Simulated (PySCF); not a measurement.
Species: C6H8O3S.
SMILES: `C[C@@H]1C=CC=C1S(=O)(=O)O`

Torsions of this conformer, `[CH3:1][C@@H:2]1[CH:3]=[CH:4][CH:5]=[C:6]1[S:7](=[O:8])(=[O:9])[OH:10]`: C5–C6–S7–O8 7°, H–O10–S7–C6 90°.

The closed-shell ground state was solved at several levels (PySCF, density fitting, gas phase, non-relativistic). Geometry: PBE0-D3(BJ)/def2-SVP, one conformer, isolated molecule.

```csv
level,basis functions,total energy (Eh),HOMO (eV),LUMO (eV),gap (eV),dipole (D)
CAM-B3LYP/def2-SVPD,280,-856.5929,-8.63,-0.83,7.80,5.06
PBE0/pcSseg-1,217,-856.5056,-7.31,-1.86,5.45,4.84
```

(1) Estimate the row for mPW1PW91/pcSseg-1, a basis of 217 functions; the other rows only guide the guess.

(2) How far do the dipole and the HOMO energy spread over the levels?

## Answers

(1) Total energy -857.0609 Eh, HOMO -7.34 eV, LUMO -1.88 eV, gap 5.46 eV, dipole 4.88 D.

(2) The dipole runs from 4.84 to 5.06 D (mean 4.92 D) and the HOMO from -8.63 to -7.31 eV.
